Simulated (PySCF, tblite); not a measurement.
C₇H₁₆N (charge +1).
SMILES: `C[N+](=CC(C)(C)C)C`

The geometry is computed with GFN2-xTB (gas phase).

Take the most abundant isotopes and a rigid rotor. 

(1) What are A, B and C (cm⁻¹)?

(2) What kind of rotor is it?

(3) Is it planar, by Δ = Ic − Ia − Ib?

(4) Give the other two planar moments, Paa and Pbb, and the rms extents of the mass along the axes.

(5) Give the coordinates in the principal-axis frame, origin at the centre of mass.

Results:

(1) Ia = 160.66, Ib = 384.47, Ic = 426.88 u·Å²; 505379 MHz·u·Å²/I gives 3146, 1314 and 1184 MHz, that is A = 0.10492, B = 0.04385, C = 0.03949 cm⁻¹.

(2) An asymmetric top; Ray's κ = -0.867.

(3) Not planar: Δ = Ic − Ia − Ib = -118.25 u·Å². For a rigid frame Δ = −2 Σ m c², so Σ m c² = 59.13 u·Å² lies off the ab plane: 20.80 from hydrogen and 38.33 from heavier atoms. The atom farthest from that plane is 2.09 Å away.

(4) Paa = Σ m a² = (Ib + Ic − Ia)/2 = 325.34 and Pbb = Σ m b² = (Ia + Ic − Ib)/2 = 101.54 u·Å². With the mass M = 114.13 u, the rms extents √(P/M) along a, b and c are 1.69, 0.94, 0.72 Å.

(5) The sense of each axis is arbitrary; atoms in the order of the calculation.
```
atom  mass (u)   a (Å)   b (Å)   c (Å)
  C1    12.000   1.651  -1.305   0.029
  N2    14.003   1.393   0.116  -0.011
  C3    12.000   2.595   0.917  -0.045
  C4    12.000   0.235   0.661  -0.027
  C5    12.000  -1.128   0.054  -0.012
  C6    12.000  -2.117   1.138  -0.466
  C7    12.000  -1.280  -1.169  -0.929
  C8    12.000  -1.446  -0.317   1.453
  H9     1.008   1.631  -1.722  -0.979
 H10     1.008   0.915  -1.822   0.637
 H11     1.008   2.639  -1.481   0.449
 H12     1.008   3.232   0.582  -0.865
 H13     1.008   3.148   0.792   0.887
 H14     1.008   2.370   1.972  -0.181
 H15     1.008   0.235   1.748  -0.037
 H16     1.008  -3.134   0.765  -0.396
 H17     1.008  -2.046   2.025   0.159
 H18     1.008  -1.932   1.421  -1.499
 H19     1.008  -0.886  -2.081  -0.493
 H20     1.008  -0.805  -0.994  -1.891
 H21     1.008  -2.338  -1.334  -1.111
 H22     1.008  -0.769  -1.070   1.848
 H23     1.008  -2.456  -0.715   1.494
 H24     1.008  -1.401   0.561   2.092
```

Its GFN2-xTB frequencies are all real (lowest 49 cm⁻¹). These are rigid-rotor constants of the computed structure; measured ground-state constants (B0) also hold zero-point vibration.

Conformer computed: `[CH3:1][N+:2]([CH3:3])=[CH:4][C:5]([CH3:6])([CH3:7])[CH3:8]`: N2–C4–C5–C6 -163°.
